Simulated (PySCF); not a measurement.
# Dipole polarisabilities along group 13, charge +2

Calculated with PySCF 2.14 for the ground configurations, without spin-orbit coupling: coupled response for Hartree-Fock and DFT. Mean α in bohr³, C₆ of like pairs in atomic units.

```json
{"species": "B²⁺ [He] 2s1 (x2c-QZVPPall with one added diffuse shell each of s, p, d, f type, spin-free X2C)", "α UHF": "7.917", "α PBE": "6.947", "α PBE0": "7.167", "C₆ UHF": "11.11", "C₆ PBE": "9.204", "C₆ PBE0": "9.626"}
{"species": "Al²⁺ [Ne] 3s1 (x2c-QZVPPall with one added diffuse shell each of s, p, d, f type, spin-free X2C)", "α UHF": "15.28", "α PBE": "13.50", "α PBE0": "14.03", "C₆ UHF": "43.38", "C₆ PBE": "36.04", "C₆ PBE0": "38.15"}
{"species": "Ga²⁺ [Ar] 3d10 4s1 (x2c-QZVPPall with one added diffuse shell each of s, p, d, f type, spin-free X2C)", "α UHF": "12.05", "α PBE": "9.230", "α PBE0": "9.787", "C₆ UHF": "37.95", "C₆ PBE": "28.56", "C₆ PBE0": "30.23"}
{"species": "In²⁺ [Kr] 4d10 5s1 (x2c-QZVPPall with one added diffuse shell each of s, p, d, f type, spin-free X2C)", "α UHF": "17.49", "α PBE": "13.23", "α PBE0": "13.99", "C₆ UHF": "82.69", "C₆ PBE": "63.86", "C₆ PBE0": "66.88"}
```
